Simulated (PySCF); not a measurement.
Vertical excitations of a molecule C₄H₃F₃O from PySCF with TDA-M06-2X/def2-SVPD, as energy in eV (oscillator strength): 6.71 (0.013), 7.39 (0.005), 7.72 (0.337), 7.80 (0.006), 8.43 (0.001), 8.44 (0.027), 8.86 (0.006), 8.98 (0.006), 9.21 (0.016), 9.44 (0.001). Lowest triplet (TDA): 4.78 eV. The structure is a stationary point at PBE0-D3(BJ)/def2-SVP. The values are those of a single conformer.

Q: Which molecule gave these data?
A. O=C1[C@@H](F)[C@@H](F)[C@H]1F
B. F/C=C/OC=C(F)F
C. FC1=CCC(F)(F)O1
D. FC1=CC(F)(F)OC1

A: C, FC1=CCC(F)(F)O1
